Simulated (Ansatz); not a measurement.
`[CH3][SnH2][C]#N` from Hartree–Fock to CCSD(T)

```xyz
9

C    -0.815    0.035   -1.185
Sn    0.125   -0.599    0.615
C     1.374    1.005    1.219
N     2.044    1.892    1.523
H    -1.470   -0.753   -1.558
H    -1.403    0.931   -0.992
H    -0.055    0.257   -1.933
H     1.163   -1.930    0.408
H    -0.961   -0.838    1.902
```

Total charge 0; spin multiplicity 1. Correlated methods include outer-core shells of Sn, which these sets cover unevenly. Sn: def2 effective core potential. Geometry: relaxed with PBE0-D4/def2-TZVP. Frozen core, restricted reference, Ansatz.

```
     basis     HF (Eh)  MP2 corr.  CCSD corr.       (T)  CCSD(T) total
  def2-SVP  -346.31400   -0.53830    -0.57589  -0.02094     -346.91083
def2-TZVPP  -346.48189   -0.84708    -0.86536  -0.03538     -347.38263
def2-QZVPP  -346.48923   -1.09191           –         –              –
```
